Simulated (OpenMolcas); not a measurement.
Pd4+ (d6) among equal point charges was computed by CASSCF with the d shell active (OpenMolcas, ANO-RCC-VDZP on the metal). Its lowest spin-free states, and all those of the highest spin:

```csv
2S+1,Degeneracy,E (cm-1)
5,1,0.0
5,2,1990
5,1,8270
5,1,12385
3,1,15966
3,2,16435
1,1,19846
3,2,19960
3,1,21006
3,2,22911
3,1,23155
3,1,25272
```

**Question.** Is the site octahedral, tetrahedral or cube-like, axial, or of lower symmetry?

**Answer.** The states with 2S+1 = 5 have orbital degeneracies 1, 2, 1, 1. There are pairs but no triples, so the site is axial: not cubic, but with a proper or improper axis of order three or more. The run had Pd4+ among 6 point charges of -1.7 e arranged as a tetragonal octahedron (D4h), 1.84 Å from the ion, with the axial distance 1.730 Å.

Without dynamic correlation the repulsion within the d shell is too large (B by tens of per cent), so at a given field states of lower spin stand too high. Point charges give a weaker field than real ligands, and real ions of this kind are as a rule low spin; the high spin found here belongs to the model. This is an electrostatic model: the charges have no orbitals. No measured value stands beside these numbers.
